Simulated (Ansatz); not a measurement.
Input file for Ansatz (a program for electronic structure): R-wB97M-V/def2-TZVPPD on C2H6 (a complex), monomers drawn apart or pushed together. Files ending in .json are basis or fitting sets from the Basis Set Exchange.

Ansatz 0.2 input:
```yaml
crystal:
  periodic: [false, false, false]
  atoms:
    - {symbol: C, position_ang: [0.40942645, 0.55153586, -0.32883006]}
    - {symbol: C, position_ang: [-0.13505697, -0.61369184, -0.01149816]}
    - {symbol: H, position_ang: [1.48203390, 0.70262540, -0.31143485]}
    - {symbol: H, position_ang: [-0.19496967, 1.40264911, -0.61852531]}
    - {symbol: H, position_ang: [-1.20767617, -0.76484229, -0.02834837]}
    - {symbol: H, position_ang: [0.46917994, -1.46471260, 0.27883128]}
    - {symbol: H, position_ang: [-0.72460679, 0.19806736, 5.35410761]}
    - {symbol: H, position_ang: [-0.86120773, 0.16132234, 6.08535343]}
basis:
  gaussian:
    orbitals: def2-TZVPPD.json
hamiltonian:
  xc: {name: wB97M-V}
scf: {lower_state_search: off}
```

Output:

```
WARN ansatz: RAYON_NUM_THREADS=1 ignored (pool sized by the plan → 1); use --threads N
Functional definition: wB97M-V
these checks for a lower state are left out or cut short: stability, starts, cluster_reference, orbital_swaps, neighbouring_geometries, increment
integrals: 0.06 GiB planned
702 factors; their error is unknown
integrals: 0.09 GiB planned
250 factors; integrals over basis functions are off by at most 3.6e-5 eV
mean field: 0.70 GiB planned
mean field evaluation 1: about -2166.9309 eV, gradient 3.4e1 eV
mean field evaluation 2: about -2168.3690 eV, gradient 2.3e1 eV
mean field evaluation 4: about -2169.5675 eV, gradient 1.1e-1 eV
mean field evaluation 8: about -2169.5555 eV, gradient 5.4e-2 eV
mean field -2169.55554124 eV, -79.7296955630 hartree, gradient 8.2e-6 eV, S^2 0.000000; 0 other end points of the search recorded, 0 dependent functions left out
reference -2169.55559727 eV, -79.7296976220 hartree; 9, 9 occupied and 167, 167 virtual orbitals, 702 factors
Total energy: -2169.55559727 eV, -79.7296976220 hartree
Checks for a lower state left out: stability, starts, cluster_reference, orbital_swaps, neighbouring_geometries, increment
```

Self-consistency was reached.

Cost: very roughly 2.4 core-seconds.
